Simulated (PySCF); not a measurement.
Molecule: C3H4NSSi (charge 0, doublet). It need not be the lowest isomer of its formula. SMILES: [SiH3]c1nc[c]s1
Geometry from a B3LYP-D3(BJ)/def2-TZVP (Ansatz) optimisation:
```xyz
10

Si    -2.1006    -0.4929     0.1491
C     -0.2501    -0.2439     0.0113
N      0.6138    -1.2258    -0.0915
C      1.9154    -0.7924    -0.1794
C      2.0062     0.5581    -0.1393
S      0.5060     1.3426     0.0069
H     -2.7212     0.8476     0.2451
H     -2.6025    -1.1966    -1.0503
H     -2.4116    -1.2810     1.3607
H      2.7227    -1.5015    -0.2681
```
Charge 0, spin multiplicity 2.

Dispersion corrections to the total energy (kcal/mol) from the dftd3 and dftd4 libraries through PySCF: D3(BJ) without and D4 with the three-body term, each with the damping fitted for the functional named.

| functional | D3(BJ) | D4 |
|---|---|---|
| B2GP-PLYP | [?] | -3.06 |
| CAM-B3LYP | -5.87 | -6.23 |
| BHLYP | -10.28 | -9.13 |
| TPSSh | [?] | -8.84 |
| HF | -56.37 | -25.85 |
| B3LYP | [?] | -11.76 |
| PBE | -6.87 | -7.22 |

### Question
Fill in the missing entries.

### Answer

- B2GP-PLYP, D3(BJ): -5.41
- TPSSh, D3(BJ): -8.24
- B3LYP, D3(BJ): -12.61
